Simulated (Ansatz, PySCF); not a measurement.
Constitutional and geometric isomers with formula H5NSi2. All species are isolated molecules in the gas phase. Strings in code marks are SMILES.

Quantity: vertical ionisation energy (energy after one electron is removed minus that of the parent at the parent's geometry), in eV. The restricted reference of `N[SiH]=[SiH2]` and `[H]/N=[SiH]\[SiH3]` is unstable towards unrestricted orbitals.

Level 1: frozen-core CCSD(T)/cc-pVTZ // CAM-B3LYP-D3(BJ)/def2-TZVP (Ansatz, an electronic-structure program)
Level 2: PBE-D3(BJ)/def2-TZVP // CAM-B3LYP-D3(BJ)/def2-TZVP (PySCF)
Level 3: frozen-core MP2/cc-pVTZ // CAM-B3LYP-D3(BJ)/def2-TZVP (Ansatz)
Level 4: B3LYP/6-31G* // CAM-B3LYP-D3(BJ)/def2-TZVP (PySCF)

```json
[
 {"species": "`N[SiH]=[SiH2]`", "level 1": "(withheld)", "level 2": "7.59", "level 3": "7.53", "level 4": "7.50"},
 {"species": "`[H]/N=[SiH]\\[SiH3]`", "level 1": "(withheld)", "level 2": "9.06", "level 3": "9.50", "level 4": "9.01"},
 {"species": "`[SiH2]=N[SiH3]`", "level 1": "9.32", "level 2": "8.99", "level 3": "(withheld)", "level 4": "9.03"}
]
```

**Question.** Complete the blanks.

**Answer.** 
- `N[SiH]=[SiH2]`, level 1: 7.61
- `[H]/N=[SiH]\[SiH3]`, level 1: 9.19
- `[SiH2]=N[SiH3]`, level 3: 9.66
